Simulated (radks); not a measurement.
Charge is removed step by step from the 4p3/2 level of W, starting from [Ar] 3d10 4s2 4p(1/2: 2, 3/2: 4) 4d10 4f14 5s2 5p6 5d4 6s2. Calculated with a radial shooting solver on a logarithmic mesh with Libxc functionals: Dirac Kohn-Sham, BLYP, spin-unpolarised, spherical densities, finite nucleus; open shells fill j = l - 1/2 first; Fermi nuclear charge, rms radius 5.3658 fm.

removed (e),E - E(0) (eV),eigenvalue (eV),E minus straight line (eV)
0,0.000,-403.15,0.000
0.25,101.44,-408.45,-2.086
0.5,204.24,-413.98,-2.817
0.75,308.45,-419.73,-2.139
1,414.12,-425.66,0.000

Removing the whole electron costs 414.12 eV by Delta-SCF, against 403.15 eV from minus the eigenvalue at the starting occupation. Slater's transition state (half an electron removed) gives 413.98 eV. Integrating minus the eigenvalue over the occupation (Janak's theorem) gives 414.12 eV. The mean slope of the eigenvalue, de/dn, is 22.5 eV per electron.
